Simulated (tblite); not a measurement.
C5H6O2.
SMILES with atom numbers: `[CH3:1][O:2][c:3]1[cH:4][cH:5][o:6][cH:7]1` (hydrogens: H8, H9, H10 on C1; H11 on C4; H12 on C5; H13 on C7)

Computed with GFN2-xTB (tblite), gas phase: nudged elastic band of 9 images (0 to 8), spring 0.2 eV/Å², climbing image at the end, force threshold 0.05 eV/Å. The top image wasn't refined or checked by frequencies; at this threshold it can lie a kcal/mol or more above the true saddle point of the method.

The band describes a rotation about C3–O2 (aromatic carbon bearing oxygen, aryl ether oxygen), followed by the dihedral C7–C3–O2–C1, from the optimised start (2°) to a second optimised geometry at -179°.

Problem. How does the energy change from image to image?

Solution. 
```
image  dihedral (°)  E (kcal/mol)  C3–O2 (Å)  C7···C1 (Å)  largest true force (eV/Å)
    0             2          0.00      1.355         2.86                       0.01
    1            24          1.06      1.358         2.91                       0.05
    2            48          2.72      1.363         3.01                       0.05
    3            72          3.82      1.368         3.13                       0.03
    4            96          3.96      1.369         3.28                       0.04
    5           120          3.33      1.366         3.44                       0.05
    6           141          2.44      1.362         3.55                       0.06
    7           161          1.39      1.359         3.62                       0.05
    8          -179          0.85      1.358         3.64                       0.01
```

Barriers of this band. The top is image 4 at 96°: 3.96 kcal/mol forward and 3.11 kcal/mol back; the end lies 0.85 kcal/mol above the start. The central bond is 0.014 Å longer at the top than at the start.

Problem. What rate follows at 200 K for crossing this barrier forward?

Solution. Taking the electronic barrier for the free energy of activation (no zero-point or entropy terms, transmission 1), rate = (kT/h)·exp(−ΔE/kT) ≈ 2 × 10^8 s⁻¹, whose inverse is 5 × 10^-9 s. An error of 1 kcal/mol in the barrier changes this by a factor of 12, and the method and the loose band can each miss by that much or more.

Problem. How would the two end points share their population at 200 K, from these energies alone?

Solution. exp(−ΔE/kT) with ΔE = 0.037 eV gives 0.12 for the higher one (end) against 1 for the lower, without vibrational, rotational or degeneracy terms. GFN2-xTB can put conformers this close in the wrong order.

Problem. How long is the path, and how are the images spaced?

Solution. Cartesian distances between aligned neighbours (all atoms, Å): 0.78, 0.77, 0.77, 0.76, 0.78, 0.74, 0.71, 0.68; the sum is 5.99 Å, and the top lies 51 % of the way along.

What follows is the cost of the whole band run. On one thread, Intel Xeon Platinum 8559C (x86_64), shared host with 192 logical CPUs at a one-minute load of 24, this took 2.2 s wall and 0.18 GiB of memory at its peak.
